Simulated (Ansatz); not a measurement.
The cluster CdF₂⁺. Total charge 1; doublet. Geometry PBE-D4/def2-TZVP, basis def2-TZVP, Ansatz.

```xyz
3

Cd    0.000    0.001   -0.001
F     1.899   -0.211   -0.553
F    -1.899    0.210    0.554
```

```json
{"run": "A", "HOMO (eV)": "-16.08", "LUMO (eV)": "-15.71"}
{"run": "B", "HOMO (eV)": "-17.80", "LUMO (eV)": "-13.56"}
{"run": "C", "HOMO (eV)": "-18.06", "LUMO (eV)": "-13.74"}
{"run": "D", "HOMO (eV)": "-15.95", "LUMO (eV)": "-15.58"}
{"run": "E", "HOMO (eV)": "-16.12", "LUMO (eV)": "-15.90"}
{"run": "F", "HOMO (eV)": "-17.14", "LUMO (eV)": "-14.02"}
```

In the def2 sets Cd takes a core potential; there is no spin–orbit coupling. LC-ωPBE has ω = 0.4 bohr⁻¹. The structure comes from a short search, and lower isomers may exist.

HOMO and LUMO are taken over both spins.

The runs used B97M-V, BHLYP, LC-ωPBE, PBE, r2SCAN, ωB97M-V. Estimate which is which.

A r2SCAN (0 % exact exchange); B ωB97M-V (range-separated); C LC-ωPBE (range-separated); D B97M-V (0 % exact exchange); E PBE (0 % exact exchange); F BHLYP (50 % exact exchange). Exact exchange lowers occupied and raises empty levels; among semilocal functionals meta-GGAs tend to open the gap a little, and such runs are hard to tell apart. The gap grows from 0.23 eV (PBE) to 4.31 eV (LC-ωPBE).
